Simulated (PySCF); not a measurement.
How strongly Ru binds etchant and ambient atoms

PBE0 in PySCF with def2-TZVPPD on every atom (core potentials on Ru), for the lowest determinant that a PBE0 search found; no spin–orbit coupling. D0 is De less the harmonic zero-point energy.

```json
{"X": "H", "state of RuX": "quartet (σ ↑, δ ↑↑)", "D0(RuX) (eV)": "2.50", "D0(X₂) (eV)": "4.26"}
{"X": "F", "state of RuX": "quartet (σ ↑, π ↑, δ ↑)", "D0(RuX) (eV)": "3.97", "D0(X₂) (eV)": "1.44"}
{"X": "O", "state of RuX": "quintet (σ ↑, π ↑↑, δ ↑)", "D0(RuX) (eV)": "4.73", "D0(X₂) (eV)": "5.28"}
```

Problem. Give the energy of Ru + X₂ → RuX + X at 0 K for each X.

Solution. H: 4.26 − 2.50 = +1.76 eV; F: 1.44 − 3.97 = -2.53 eV; O: 5.28 − 4.73 = +0.55 eV (PBE0/def2-TZVPPD; negative means exothermic).

Problem. Does an atom of O displace F from RuF?

Solution. RuF + O → RuO + F has ΔE = 3.97 − 4.73 = -0.76 eV at PBE0/def2-TZVPPD, so it is downhill.

Gas-phase diatomics only hint at surface chemistry, where an atom holds several bonds.

The metal atom is held in its measured ground configuration; semilocal functionals can put another filling of s and d lower by some tenths of an eV, and De to that atom would be smaller. These are scalar-relativistic numbers at best; spin–orbit coupling would shift them, the dissociation energy most. States were picked by a PBE0 search and need not be the measured ground states. The state is the lowest single determinant that the PBE0 search found; with open d or f shells the true ground state can be another one.
